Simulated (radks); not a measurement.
Q: Species: the aluminium ion Al+. Configuration: [He] 2s1.5 2p6 3s2 4s0.5 (fractional occupations, a model configuration). All-electron calculation, non-relativistic Kohn-Sham, PBE, spin-polarised, spherical densities, point nucleus; open shells are filled with parallel spins first. Program: a radial shooting solver on a logarithmic mesh with Libxc functionals. Some entries of the table are withheld. Estimate them.

| orbital | occ. | eigenvalue (Ry) | r(max) (bohr) | <r^2> (bohr^2) |
|---|---|---|---|---|
| 1s up | 1 | -112.5687 | 0.07866 | (1) |
| 1s down | 1 | -112.5123 | 0.07869 | (2) |
| 2s up | 1 | -9.41664 | (3) | 0.4570 |
| 2s down | 0.5 | -9.30437 | (4) | 0.4598 |
| 2p up | 3 | -6.63349 | 0.4246 | 0.4369 |
| 2p down | 3 | -6.53268 | 0.4243 | 0.4402 |
| 3s up | 1 | -1.34844 | 1.887 | 5.575 |
| 3s down | 1 | -1.33361 | 1.895 | 5.590 |
| 4s up | 0.5 | (5) | 5.386 | 37.71 |

A: 
(1) 1s up <r^2> (bohr^2): 0.01954
(2) 1s down <r^2> (bohr^2): 0.01955
(3) 2s up r(max) (bohr): 0.4946
(4) 2s down r(max) (bohr): 0.4950
(5) 4s up eigenvalue (Ry): -0.39467
